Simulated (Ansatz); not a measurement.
Cost and result up the ladder for BiH2Br (4 atoms). The state is a singlet with charge 0. Geometry: r2SCAN-D4/def2-TZVP.

Cartesian coordinates in Å:
```
Bi -0.569 0.652 -0.094
H -0.132 -0.310 -1.547
H -1.129 -0.856 0.705
Br 1.829 0.515 0.935
```

Ansatz on 2 threads of Intel Xeon 6975P-C on a shared host. Times are rough, and most runs start from the orbitals of an earlier one. CAM-B3LYP-D4/def2-TZVP serves as the yardstick here, not as an exact answer. Differences are given only for rows in sets of like size (and for xTB, whose basis is part of the method), since another set adds its own error. Binding counts from free atoms at the same level (Bi quartet, H doublet, Br doublet; other spins of the atoms weren't run), without zero-point energy or a counterpoise term.

In the def2 sets Bi takes a core potential; there is no spin–orbit coupling. HSE06 is defined as in plane-wave codes, on full-range PBE exchange. Correlated methods freeze 13 core orbitals; core or outer-core shells of Bi, Br are correlated, in sets that lack core-valence functions.

Correlated methods converge slowly with the basis.

| level | functions | wall time | binding energy per atom (eV) | difference from CAM-B3LYP-D4/def2-TZVP (eV) |
| --- | --- | --- | --- | --- |
| LDA (SPW92)/def2-TZVP | 110 | 0.35 s | 2.39 | 0.40 |
| PBE-D4/def2-SVP | 68 | 0.35 s | 2.00 | – |
| HF/def2-TZVP | 110 | 0.5 s | 1.13 | -0.86 |
| PBE-D4/def2-TZVP | 110 | 0.55 s | 2.04 | 0.05 |
| PBE0-D4/def2-SVP | 68 | 0.55 s | 1.91 | – |
| PBE-D4/def2-TZVPD | 131 | 0.8 s | 2.04 | 0.05 |
| HSE06-D4/def2-TZVP | 110 | 0.85 s | 1.96 | -0.03 |
| MP2/def2-TZVP | 110 | 0.85 s | 1.77 | -0.22 |
| CAM-B3LYP-D4/def2-TZVP | 110 | 0.9 s | 1.99 | 0.00 |
| r2SCAN-D4/def2-TZVP | 110 | 1 s | 1.97 | -0.02 |
| PBE0-D4/def2-TZVPD | 131 | 1 s | 1.96 | -0.03 |
| r2SCAN-D4/def2-TZVPD | 131 | 1.4 s | 1.97 | -0.01 |
| r2SCANh-D4/def2-TZVP (with forces) | 110 | 1.6 s | 1.95 | -0.04 |
| CCSD(T)/def2-TZVPP | 126 | 6 s | 1.90 | -0.09 |
